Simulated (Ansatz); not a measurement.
Input and output for CH3ClFGaO (`C[O][Ga]([F])[Cl]`).

```yaml
crystal:
  periodic: [false, false, false]
  atoms:
    - {symbol: C, position_ang: [-0.369662, -0.458793, 1.153177]}
    - {symbol: O, position_ang: [-0.049992, 0.668404, 0.465472]}
    - {symbol: Ga, position_ang: [0.455515, 0.714908, -1.221936]}
    - {symbol: F, position_ang: [0.544065, -0.801652, -2.081418]}
    - {symbol: Cl, position_ang: [1.014669, 2.500521, -2.144978]}
    - {symbol: H, position_ang: [0.209523, -0.721423, 1.938581]}
    - {symbol: H, position_ang: [-0.313225, -1.425152, 0.441856]}
    - {symbol: H, position_ang: [-1.507727, -0.483436, 1.457032]}
basis:
  gaussian: {orbitals: 6-31G, fitting: {mean_field: def2-universal-jkfit}}
hamiltonian: {xc: {name: r2SCAN50}, dispersion: d3bjatm}
```

```sh
$ ansatz run in.yaml --threads 4 --pin off --events-out ev --progress --plain --max-ram 10444MiB
```

Output, abridged:

```
Functional definition: r2SCAN50
677 factors; integrals over basis functions are off by at most 6.3e-2 eV
mean field evaluation 1: about -70730.0070 eV, gradient 4.9e1 eV
mean field evaluation 2: about -70728.3184 eV, gradient 6.1e1 eV
mean field evaluation 4: about -70734.4804 eV, gradient 2.0e0 eV
mean field evaluation 8: about -70734.4903 eV, gradient 2.5e-2 eV
mean field -70734.49027430 eV, -2599.4445720209 hartree, gradient 1.1e-5 eV, S^2 0.000000; 0 other end points of the search recorded, 0 dependent functions left out
reference -70734.49028425 eV, -2599.4445723866 hartree; 37, 37 occupied and 38, 38 virtual orbitals, 677 factors
Total energy: -70734.54327587 eV, -2599.4465197927 hartree
```

It took 3.1 s on 4 threads of an Arm Neoverse V1 on a shared host, with 0.45 GiB of host memory at the peak.
